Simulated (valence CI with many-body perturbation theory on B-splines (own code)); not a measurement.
Results of a calculation; reference values are marked as such.
## Ladder of approximations for Pd23+

Method: valence CI with perturbative core correlation (CI+MBPT): five valence electrons over a frozen Dirac-Fock core [Ar], a basis of 7 s, 7 p, 8 d, 6 f, 4 g, 1 h functions for each j, with the one-electron correlation potential Σ1 (screened to all orders), the two-electron term Σ2, the three-electron term Σ3, Breit, model QED; selected single and double excitations, second order for the rest (own B-spline code, finite nucleus).

No measured spectrum was set against this ion. As an estimate, terms of the open shell hold to 2 to 4 % of their energy, and close levels can change places. Core correlation moves these levels by up to 13000 cm⁻¹, and in measured spectra 5 to 20 % of such shifts remained as error; rates that hang on mixing are uncertain with them. Only levels of the ground parity were solved; by the run's estimate the other parity begins above the list, which can be wrong where configurations are misplaced.

Each rung adds one term. CI alone is the Dirac-Coulomb CI over the frozen core; QED comes last and gives the full result, which names the levels. Energies are above 3d⁵ ⁶S_5/2 on the same rung, in eV.

Names give the largest LS component (configuration and term), which can be under half, so a name can repeat, a term be missing and a line seem to break the LS rules; names also repeat where a configuration has a term twice. Letters in brackets count levels of one name in rising energy.

| Level | CI alone | + Σ1 | + Σ2 | + Σ3 | + Breit | Full |
| --- | --- | --- | --- | --- | --- | --- |
| 3d⁵ ⁴G_5/2 [a] | 11.215 | 11.187 | 10.688 | 10.472 | 10.707 | 10.692 |
| 3d⁵ ⁴G_7/2 | 14.223 | 14.241 | 13.908 | 13.758 | 13.713 | 13.712 |
| 3d⁵ ⁴G_11/2 | 14.815 | 14.841 | 14.643 | 14.462 | 14.125 | 14.127 |
| 3d⁵ ⁴P_3/2 | 14.807 | 14.821 | 14.287 | 14.096 | 14.209 | 14.206 |
| 3d⁵ ⁴G_5/2 [b] | 15.100 | 15.135 | 14.797 | 14.631 | 14.631 | 14.635 |
| 3d⁵ ⁴G_9/2 | 15.435 | 15.473 | 15.253 | 15.111 | 14.876 | 14.882 |
| 3d⁵ ⁴P_1/2 | 16.588 | 16.622 | 16.140 | 15.946 | 15.975 | 15.979 |
| 3d⁵ ⁴D_7/2 | 18.743 | 18.799 | 18.307 | 18.227 | 18.053 | 18.063 |
| 3d⁵ ⁴D_5/2 | 19.861 | 19.908 | 19.343 | 19.222 | 19.125 | 19.131 |
| 3d⁵ ⁴D_1/2 | 21.129 | 21.209 | 20.708 | 20.599 | 20.491 | 20.508 |
| 3d⁵ ²I_11/2 | 21.237 | 21.294 | 21.242 | 20.961 | 20.611 | 20.620 |
| 3d⁵ ⁴D_3/2 | 21.697 | 21.776 | 21.314 | 21.183 | 21.018 | 21.035 |
| 3d⁵ ²F_7/2 [a] | 22.849 | 22.883 | 22.207 | 21.878 | 21.812 | 21.813 |
| 3d⁵ ²I_13/2 | 23.226 | 23.302 | 23.323 | 23.029 | 22.396 | 22.410 |
| 3d⁵ ⁴F_3/2 | 23.369 | 23.424 | 22.893 | 22.667 | 22.644 | 22.652 |
| 3d⁵ ²G_9/2 [a] | 23.602 | 23.653 | 23.113 | 22.941 | 22.719 | 22.725 |
| 3d⁵ ²F_5/2 [a] | 24.282 | 24.366 | 23.907 | 23.764 | 23.617 | 23.633 |
| 3d⁵ ⁴F_5/2 | 26.854 | 26.955 | 26.520 | 26.249 | 26.040 | 26.062 |
| 3d⁵ ²H_9/2 | 27.160 | 27.241 | 26.928 | 26.673 | 26.369 | 26.384 |
| 3d⁵ ²G_7/2 [a] | 28.416 | 28.508 | 27.858 | 27.767 | 27.431 | 27.448 |
| 3d⁵ ²D_3/2 [a] | 29.507 | 29.621 | 29.035 | 28.761 | 28.536 | 28.559 |
| 3d⁵ ²F_5/2 [b] | 29.818 | 29.909 | 29.126 | 29.073 | 28.919 | 28.935 |
| 3d⁵ ²F_7/2 [b] | 29.942 | 30.057 | 29.629 | 29.360 | 28.967 | 28.993 |
| 3d⁵ ²H_11/2 | 31.774 | 31.913 | 31.901 | 31.564 | 30.914 | 30.946 |
| 3d⁵ ²F_7/2 [c] | 32.069 | 32.183 | 31.501 | 31.395 | 31.056 | 31.079 |
| 3d⁵ ²G_9/2 [b] | 32.572 | 32.700 | 32.292 | 32.074 | 31.599 | 31.627 |
| 3d⁵ ²S_1/2 | 33.072 | 33.160 | 31.913 | 31.836 | 31.733 | 31.747 |
| 3d⁵ ²D_5/2 [a] | 35.295 | 35.466 | 35.051 | 34.578 | 34.100 | 34.142 |
| 3d⁵ ²D_3/2 [b] | 36.556 | 36.658 | 35.645 | 35.480 | 35.383 | 35.400 |
| 3d⁵ ²D_5/2 [b] | 39.241 | 39.386 | 38.480 | 38.387 | 38.042 | 38.072 |
| 3d⁵ ²G_9/2 [c] | 40.687 | 40.802 | 39.871 | 39.743 | 39.388 | 39.408 |

Question: How does the ionisation energy move along the ladder, and which term matters most?

Answer: CI alone 1133.4, + Σ1 1135.6, + Σ2 1144.3, + Σ3 1144.3, + Breit 1144.4, + QED 1144.4 eV. The largest step is Σ2, 8.6 eV. NIST lists 1145 ± 4 eV (theoretical).
